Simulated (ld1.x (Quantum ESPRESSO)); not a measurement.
Ranking TM semilocal potentials for nickel

All share these settings but for the change named:

| Quantity | Value |
| --- | --- |
| Element | Ni |
| Generator | ld1.x (Quantum ESPRESSO) 7.5 |
| Type | norm-conserving Troullier–Martins (semilocal form) |
| Functional | PBE |
| Relativity | scalar-relativistic |
| Frozen core | [Ne] 3s2 |
| Valence charge | 16 |
| Reference configuration | 3p6 3d8 4s2 4p0 |
| Partial waves | 3p (bound): rc 1.10 bohr; 3d (bound): rc 1.65 bohr; 4s (bound): rc 2.10 bohr |
| Local potential | the s channel |
| Core correction | none |

Test errors are all-electron minus pseudo excitation energies from the reference, over 3p6 3d8 4s1 4p0; 3p6 3d8 4s0 4p0; 3p6 3d7 4s0 4p0; 3p6 3d8.5 4s1.5 4p0; 3p6 3d8 4s0 4p2; 3p6 3d6 4s0 4p0; 3p6 3d9 4s1 4p0. None of these files shows a bound ghost.

Of 8 variants that were run, those that failed, showed a ghost or another fault, or gave nearly equal values are left out.

Problem. Rank these variants by their largest absolute test error, smallest first.
A. all radii scaled by about 1.36 (s 2.86, p 1.50, d 2.24 bohr)
B. all radii scaled by about 1.18 (s 2.48, p 1.30, d 1.96 bohr)
C. all radii scaled by about 1.31 (s 2.74, p 1.44, d 2.16 bohr)
D. all radii scaled by about 0.85 (s 1.78, p 0.92, d 1.40 bohr)

Solution. D (66.0 meV), B (198.0 meV), C (371.4 meV), A (433.0 meV).
